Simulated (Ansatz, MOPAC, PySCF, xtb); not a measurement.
Dimer: SiH4 (SMILES [SiH4]) (first 5 atoms) with ClH3Si (SMILES [SiH3]Cl); geometry from B3LYP-D3(BJ)/def2-TZVP, rigid monomers moved along the line of their centres of mass till Si1···Cl7 is 3.34 Å.
(charge 0, multiplicity 1):
```xyz
10

Si     0.04874     0.00567     0.02379
H      0.53973    -1.38820     0.05791
H      0.06935     0.50378    -1.37127
H      0.92633     0.86328     0.85211
H     -1.33320     0.06925     0.54634
Si     0.13399     1.02156     3.65263
Cl     0.02084    -0.99618     3.21106
H     -0.86287     1.73526     2.83277
H      1.49676     1.49190     3.34115
H     -0.15776     1.19274     5.08932
```

Monomers are frozen at their geometry in the pair; levels with a basis set take the counterpoise correction.

The state reached by PM6 isn't checked.

Programs: Ansatz (an electronic-structure program); MOPAC for PM6 (differences of heats of formation); PySCF for the dispersion terms; xtb for the GFN methods. Each number belongs to the level named beside it.

### Question
One of these levels gives -15.8 kJ/mol for the interaction energy. Which?
A) GFN1-xTB
B) PM6
C) PBE-D3(BJ)/def2-TZVPPD
D) HF/aug-cc-pV(D+d)Z

### Answer
A, GFN1-xTB. The others give 3.7 (PM6), 16.6 (HF/aug-cc-pV(D+d)Z), -4.5 (PBE-D3(BJ)/def2-TZVPPD)
